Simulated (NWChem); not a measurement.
Everything below was run with NWChem. System: AlCl, charge 0, spin multiplicity 1, at a geometry optimised with PBE/def2-SVP. The structure started from a generated list of species. Level: CCSD(T)/aug-cc-pVDZ, 10 core orbitals frozen.

Part of the output:

```
             Northwest Computational Chemistry Package (NWChem) 7.3.0
             --------------------------------------------------------

                                NWChem Input Module
                                -------------------

 Scaling coordinates for geometry "geometry" by  1.889725989
 (inverse scale =  0.529177249)

 Turning off AUTOSYM since
 SYMMETRY directive was detected!

                             Geometry "geometry" -> ""
                             -------------------------

 Output coordinates in angstroms (scale by  1.889725989 to convert to a.u.)

  No.       Tag          Charge          X              Y              Z
 ---- ---------------- ---------- -------------- -------------- --------------
    1 Al                  13.0000     0.00000000     0.00000000    -1.22527600
    2 Cl                  17.0000     0.00000000     0.00000000     0.93697600

 Effective nuclear repulsion energy (a.u.)      54.0862822784

            Nuclear Dipole moment (a.u.)
            ----------------------------
        X                 Y               Z
 ---------------- ---------------- ----------------
     0.0000000000     0.0000000000     0.0000075589

      Symmetry information
      --------------------

 Group name             C2v
 Group number             16
 Group order               4
 No. of unique centers     2

      Symmetry unique atoms

     1    2


 Summary of "ao basis" -> "" (spherical)
 ------------------------------------------------------------------------------
       Tag                 Description            Shells   Functions and Types
 ---------------- ------------------------------  ------  ---------------------
 *                        aug-cc-pvdz                 on all atoms

 Summary of "ao basis" -> "ao basis" (spherical)
 ------------------------------------------------------------------------------
       Tag                 Description            Shells   Functions and Types
 ---------------- ------------------------------  ------  ---------------------
 Al                       aug-cc-pvdz               11       27   5s4p2d
 Cl                       aug-cc-pvdz               11       27   5s4p2d

                                 NWChem SCF Module
                                 -----------------

  ao basis        = "ao basis"
  functions       =    54
  atoms           =     2
  closed shells   =    15
  open shells     =     0
  charge          =   0.00
  wavefunction    = RHF
  use symmetry    = T
  symmetry adapt  = T

 Summary of "ao basis" -> "ao basis" (spherical)
 ------------------------------------------------------------------------------
       Tag                 Description            Shells   Functions and Types
 ---------------- ------------------------------  ------  ---------------------
 Al                       aug-cc-pvdz               11       27   5s4p2d
 Cl                       aug-cc-pvdz               11       27   5s4p2d

      Symmetry analysis of basis
      --------------------------

        a1         26
        a2          4
        b1         12
        b2         12

 Forming initial guess at       0.0s

      Superposition of Atomic Density Guess
      -------------------------------------

 Sum of atomic energies:        -701.35093834

      Non-variational initial energy
      ------------------------------

 Total energy =    -701.432158
 1-e energy   =   -1079.262981
 2-e energy   =     323.744541
 HOMO         =      -0.269728
 LUMO         =      -0.000523

      Symmetry analysis of molecular orbitals - initial
      -------------------------------------------------

 !! scf_movecs_sym_adapt:   32 vectors were symmetry contaminated

  Symmetry fudging

 !! scf_movecs_sym_adapt:   26 vectors were symmetry contaminated

  Numbering of irreducible representations:

     1 a1          2 a2          3 b1          4 b2

  Orbital symmetries:

     1 a1          2 a1          3 a1          4 a1          5 b1
     6 b2          7 a1          8 a1          9 b1         10 b2
    11 a1         12 a1         13 b1         14 b2         15 a1
    16 b2         17 b1         18 a1         19 a1         20 b2
    21 b1         22 a1         23 a1         24 a1         25 a2
[...]
  ----- ------------  ---------------      ----- ------------  ---------------
    37      0.576047  2 Cl py                40      0.474730  2 Cl py

 Vector   15  Occ=2.000000D+00  E=-3.337429D-01  Symmetry=a1
              MO Center=  2.0D-16,  7.4D-16, -1.4D+00, r^2= 3.0D+00
   Bfn.  Coefficient  Atom+Function         Bfn.  Coefficient  Atom+Function
  ----- ------------  ---------------      ----- ------------  ---------------
     4      0.498714  1 Al s                  3      0.459131  1 Al s
    38      0.256868  2 Cl pz                11     -0.227183  1 Al pz
    41      0.222942  2 Cl pz                14     -0.160547  1 Al pz

 Vector   16  Occ=0.000000D+00  E= 1.653606D-02  Symmetry=b1
              MO Center=  2.3D-14, -1.5D-29, -1.5D+00, r^2= 1.5D+01
   Bfn.  Coefficient  Atom+Function         Bfn.  Coefficient  Atom+Function
  ----- ------------  ---------------      ----- ------------  ---------------
    15      0.781419  1 Al px                12      0.385756  1 Al px
    42     -0.245906  2 Cl px                 9      0.214983  1 Al px

 Vector   17  Occ=0.000000D+00  E= 1.653606D-02  Symmetry=b2
              MO Center= -5.5D-30,  7.5D-15, -1.5D+00, r^2= 1.5D+01
   Bfn.  Coefficient  Atom+Function         Bfn.  Coefficient  Atom+Function
  ----- ------------  ---------------      ----- ------------  ---------------
    16      0.781419  1 Al py                13      0.385756  1 Al py
    43     -0.245906  2 Cl py                10      0.214983  1 Al py

 Vector   18  Occ=0.000000D+00  E= 3.633202D-02  Symmetry=a1
              MO Center= -3.3D-15,  1.7D-15, -2.4D+00, r^2= 2.5D+01
   Bfn.  Coefficient  Atom+Function         Bfn.  Coefficient  Atom+Function
  ----- ------------  ---------------      ----- ------------  ---------------
    17      1.197671  1 Al pz                44     -0.230250  2 Cl pz
    32     -0.180598  2 Cl s                 14     -0.163339  1 Al pz

 center of mass
 --------------
 x =   0.00000000 y =   0.00000000 z =  -0.00899437

 moments of inertia (a.u.)
 ------------------
         254.281243033074           0.000000000000           0.000000000000
           0.000000000000         254.281243033074           0.000000000000
           0.000000000000           0.000000000000           0.000000000000

  Mulliken analysis of the total density
  --------------------------------------

    Atom       Charge   Shell Charges
 -----------   ------   -------------------------------------------------------
    1 Al  13    12.45   2.00  2.01  1.01  0.77  0.02  6.00  0.39  0.13 -0.00  0.11 -0.01
    2 Cl  17    17.55   2.00  2.01  0.92  1.00  0.08  6.00  3.04  2.40  0.08  0.01  0.01

       Multipole analysis of the density wrt the origin
       ------------------------------------------------

     L   x y z        total         open         nuclear
     -   - - -        -----         ----         -------
     0   0 0 0     -0.000000      0.000000     30.000000

     1   1 0 0     -0.000000      0.000000      0.000000
     1   0 1 0     -0.000000      0.000000      0.000000
     1   0 0 1     -0.686216      0.000000      0.000008

     2   2 0 0    -18.228977      0.000000      0.000000
     2   1 1 0      0.000000      0.000000      0.000000
     2   1 0 1      0.000000      0.000000      0.000000
     2   0 2 0    -18.228977      0.000000      0.000000
     2   0 1 1      0.000000      0.000000      0.000000
     2   0 0 2    -21.518812      0.000000    122.993258

                   NWChem Extensible Many-Electron Theory Module
                   ---------------------------------------------


            General Information
            -------------------
      Number of processors :     1
         Wavefunction type : Restricted Hartree-Fock
          No. of electrons :    30
           Alpha electrons :    15
            Beta electrons :    15
           No. of orbitals :   108
            Alpha orbitals :    54
             Beta orbitals :    54
        Alpha frozen cores :    10
         Beta frozen cores :    10
     Alpha frozen virtuals :     0
      Beta frozen virtuals :     0
         Spin multiplicity : singlet
    Number of AO functions :    54
       Number of AO shells :    22
        Use of symmetry is : on
      Symmetry adaption is : on
         Schwarz screening : 0.10D-09

          Correlation Information
          -----------------------
          Calculation type : Coupled-cluster singles & doubles w/ perturbation
   Perturbative correction : (T)
            Max iterations :      100
        Residual threshold : 0.10D-05
     T(0) DIIS level shift : 0.00D+00
     L(0) DIIS level shift : 0.00D+00
     T(1) DIIS level shift : 0.00D+00
     L(1) DIIS level shift : 0.00D+00
     T(R) DIIS level shift : 0.00D+00
     T(I) DIIS level shift : 0.00D+00
   CC-T/L Amplitude update :  5-th order DIIS
                I/O scheme : Global Array Library
        L-threshold :  0.10D-05
        EOM-threshold :  0.10D-05
 no EOMCCSD initial starts read in
 TCE RESTART OPTIONS
 SLICE:      F
 D4D5:       F
 quantumc:   F
 qrotation:  F
 pwtce:      F
 qducc:      F
 nacto:                         0
 nrotv:                         0
 nrot:                          0

            Memory Information
            ------------------
          Available GA space size is     249033884 doubles
          Available MA space size is     104854580 doubles

 Maximum block size supplied by input
 Maximum block size        24 doubles

 tile_dim =     17

 -------------------------------------------------

 Global array virtual files algorithm will be used

 Parallel file system coherency ......... OK

 4-electron integrals stored in orbital form

 v2    file size   =           304771
 4-index algorithm nr.  13 is used
 imaxsize =       30
 imaxsize ichop =        0


CCSD iterations
 ---------------------------------------------------------
 Iter          Residuum       Correlation     Cpu    Wall
 ---------------------------------------------------------
    1   0.0926503463285  -0.1919445699377     0.1     0.1
    2   0.0304760183655  -0.2084615413706     0.1     0.1
    3   0.0129242768827  -0.2128274395771     0.1     0.1
    4   0.0061296533477  -0.2143394973512     0.1     0.1
    5   0.0030691586836  -0.2149782246785     0.1     0.1
    6   0.0005521704152  -0.2155118110621     0.1     0.1
    7   0.0002137587587  -0.2155151128096     0.1     0.1
    8   0.0001136974217  -0.2155194735959     0.1     0.1
    9   0.0000585513857  -0.2155205179573     0.1     0.1
   10   0.0000325297612  -0.2155219959619     0.1     0.1
   11   0.0000055361260  -0.2155232660976     0.1     0.1
   12   0.0000022671374  -0.2155236988829     0.1     0.1
   13   0.0000010212176  -0.2155238688190     0.1     0.1
   14   0.0000005255299  -0.2155239475142     0.1     0.1
 -----------------------------------------------------------------
 Iterations converged
 CCSD correlation energy / hartree =        -0.215523947514169
 CCSD total energy / hartree       =      -701.704732345794696

 Singles contributions

 Doubles contributions
 CCSD(T)
 Using plain CCSD(T) code
             total no. of tasks          230
 total no. of tasks / no. procs          230
                         wl_min          144           2.3
                         wl_max       132651           7.1
        thresh for no. of tasks          230

 CCSD[T]  correction energy / hartree =        -0.006344874595903
 CCSD[T] correlation energy / hartree =        -0.221868822110072
 CCSD[T] total energy / hartree       =      -701.711077220390621
 CCSD(T)  correction energy / hartree =        -0.006161963474780
 CCSD(T) correlation energy / hartree =        -0.221685910988949
 CCSD(T) total energy / hartree       =      -701.710894309269520

 Task  times  cpu:        6.5s     wall:        6.5s

 Total times  cpu:        6.6s     wall:        6.6s
```

Problem. Write an NWChem input that would produce this output.

Solution. Several could match; the one computed here: 
```
start mol
memory heap 100 mb stack 700 mb global 1900 mb
geometry units angstroms nocenter noautoz
  Al     0.000000     0.000000    -1.225276
  Cl     0.000000     0.000000     0.936976
  symmetry group C2v
end
basis spherical
  * library aug-cc-pvdz
end
scf
  rhf
  nopen 0
  maxiter 100
  thresh 1e-7
  semidirect memsize 60000000 filesize 0
end
tce
  freeze core 10
  ccsd(t)
  2eorb
  2emet 13
  thresh 1e-6
  maxiter 100
  tilesize 24
end
task tce energy
```
